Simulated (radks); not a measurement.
The numbers below are computed, except where a source is named.
Coulomb parameter of the 5d shell of the osmium ion Os+ in the model configuration [Xe] 4f14 5d5.5 6s1.5, as a second difference U = [E(n + 0.5) + E(n - 0.5) - 2 E(n)] / (0.5)^2 with all orbitals relaxed. "Bare": the charge of the atom changes with n. "Screened": the 6s shell takes up the change at fixed total charge, which measures U(5d,5d) + U(6s,6s) - 2 U(5d,6s). Level of theory: scalar-relativistic Kohn-Sham, BLYP, spin-unpolarised, spherical densities, finite nucleus; Fermi nuclear charge, rms radius 5.4126 fm (a radial shooting solver on a logarithmic mesh with Libxc functionals).

case                   configuration  E - E(n) (eV)
start          [Xe] 4f14 5d5.5 6s1.5          0.000
bare +0.5        [Xe] 4f14 5d6 6s1.5         -6.217
bare -0.5        [Xe] 4f14 5d5 6s1.5          8.853
screened +0.5      [Xe] 4f14 5d6 6s1         -0.567
screened -0.5      [Xe] 4f14 5d5 6s2          0.831

U(bare) = 10.543 eV, U(screened by 6s) = 1.053 eV, against the Slater integral F0(5d,5d) = 14.288 eV with frozen orbitals.
